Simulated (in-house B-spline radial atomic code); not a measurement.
Results of a calculation; reference values are marked as such.
What the choice of pseudopotential does to G0W0 on PBE: Cd²⁺

All numbers come from an all-electron radial atomic-structure program (B-spline basis), non-relativistic (model numbers for so heavy an element), configuration [Kr] 4d10, open shells at high spin. Semilocal Troullier-Martins pseudo-atoms, one channel per l, are made with PBE or LDA for several valence sets and radii, with or without a model core, and set against the all-electron atom. One channel fits only the lowest state of its l, so a second state of that l is approximate. All electrons give 4d: PBE -30.85 eV, G0W0 -38.35 eV. Potentials are made in the ion's own configuration unless the neutral atom is named, and a smooth local potential serves every l without a channel. Potentials that miss their own reference levels by more than 6 millihartree, or need radii over 3.5 bohr, are left out. Columns give pseudo minus all-electron, in eV; a dash marks a level in the core or of low weight.

```json
{"valence": "4d", "made with": "PBE, neutral atom", "radii (bohr)": "s 1.95 p 2.69 d 0.78", "model core (bohr)": "none", "4d PBE": "+0.11", "4d G0W0": "+3.39"}
{"valence": "4d", "made with": "PBE, neutral atom", "radii (bohr)": "s 2.81 p 3.40 d 1.12", "model core (bohr)": "none", "4d PBE": "+0.07", "4d G0W0": "+3.56"}
{"valence": "4d", "made with": "PBE", "radii (bohr)": "s 1.80 p 2.12 d 0.78", "model core (bohr)": "0.80", "4d PBE": "0.00", "4d G0W0": "+3.12"}
{"valence": "4d", "made with": "PBE", "radii (bohr)": "s 2.03 p 2.38 d 0.88", "model core (bohr)": "0.80", "4d PBE": "0.00", "4d G0W0": "+3.31"}
{"valence": "4d", "made with": "PBE, neutral atom", "radii (bohr)": "s 2.81 p 3.40 d 1.12", "model core (bohr)": "0.80", "4d PBE": "+0.01", "4d G0W0": "+3.51"}
{"valence": "4p 4d", "made with": "PBE, neutral atom", "radii (bohr)": "s 1.95 p 0.69 d 0.78", "model core (bohr)": "none", "4d PBE": "+0.06", "4d G0W0": "+1.01"}
{"valence": "4p 4d", "made with": "PBE, neutral atom", "radii (bohr)": "s 2.81 p 0.99 d 1.12", "model core (bohr)": "none", "4d PBE": "+0.02", "4d G0W0": "+1.10"}
{"valence": "4p 4d", "made with": "PBE, neutral atom", "radii (bohr)": "s 3.17 p 1.12 d 1.26", "model core (bohr)": "none", "4d PBE": "-0.08", "4d G0W0": "+1.09"}
{"valence": "4p 4d", "made with": "PBE, neutral atom", "radii (bohr)": "s 1.95 p 0.69 d 0.78", "model core (bohr)": "0.60", "4d PBE": "+0.05", "4d G0W0": "+1.00"}
{"valence": "4p 4d", "made with": "PBE, neutral atom", "radii (bohr)": "s 2.20 p 0.78 d 0.88", "model core (bohr)": "0.60", "4d PBE": "+0.07", "4d G0W0": "+1.04"}
{"valence": "4p 4d", "made with": "PBE", "radii (bohr)": "s 2.25 p 0.86 d 0.97", "model core (bohr)": "0.60", "4d PBE": "0.00", "4d G0W0": "+0.97"}
{"valence": "4p 4d", "made with": "PBE, neutral atom", "radii (bohr)": "s 3.17 p 1.12 d 1.26", "model core (bohr)": "0.60", "4d PBE": "-0.09", "4d G0W0": "+1.08"}
{"valence": "4s 4p 4d", "made with": "PBE", "radii (bohr)": "s 0.66 p 0.69 d 0.78", "model core (bohr)": "0.58", "4d PBE": "0.00", "4d G0W0": "-0.08"}
{"valence": "4s 4p 4d", "made with": "PBE", "radii (bohr)": "s 0.95 p 0.99 d 1.12", "model core (bohr)": "0.58", "4d PBE": "0.00", "4d G0W0": "-0.12"}
```

Q: How does the G0W0 shift of 4d, which all sets hold, depend on the valence set?

A: Mean size: 4s 4p 4d: 0.10 eV; 4p 4d: 1.04 eV; 4d: 3.38 eV. A semicore state feels strong exchange with the other subshells of its n, so the gain is largest when that whole shell is in the valence. The means mix radii and the functional used in making the potentials.
